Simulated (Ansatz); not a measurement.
Start from `CO[AsH2]` and change one atom or group to get `CO[SiH]`.

Ansatz, PBE0-D4/def2-TZVP geometries, multiplicity 1. 

Scalar relativity is left out up to krypton.

```csv
property,`CO[AsH2]`
HOMO energy (PBE/def2-TZVPP) / eV,-6.47
HOMO energy (PBE0/def2-TZVPP) / eV,-7.79
size of the dipole moment (PBE/def2-TZVPP) / D,1.25
HOMO–LUMO gap (PBE0/def2-TZVPP) / eV,7.43
HOMO–LUMO gap (B3LYP/def2-TZVPP) / eV,7.01
LUMO energy (ωB97M-V/def2-TZVPP) / eV,1.59
```

Question: Give the same properties after the change, and the shifts. (An estimate is asked.)

Answer: Ansatz gave: 
| property | `CO[SiH]` | shift |
| --- | --- | --- |
| HOMO energy (PBE/def2-TZVPP) / eV | -5.45 | 1.02 |
| HOMO energy (PBE0/def2-TZVPP) / eV | -6.53 | 1.26 |
| size of the dipole moment (PBE/def2-TZVPP) / D | 1.68 | 0.43 |
| HOMO–LUMO gap (PBE0/def2-TZVPP) / eV | 4.58 | -2.85 |
| HOMO–LUMO gap (B3LYP/def2-TZVPP) / eV | 4.22 | -2.79 |
| LUMO energy (ωB97M-V/def2-TZVPP) / eV | 0.04 | -1.55 |

With PBE0 the HOMO rises by 1.26 eV and the LUMO falls by 1.59 eV, so the gap narrows by about 2.85 eV. PBE moves the HOMO by 1.02 eV and ωB97M-V by 1.37 eV. The zero-point energy changes by -22.3 kJ/mol with -3 modes. Dipoles are sizes alone; their direction can turn.

B3LYP here is the variant with VWN-RPA as its local correlation; programs differ in this.
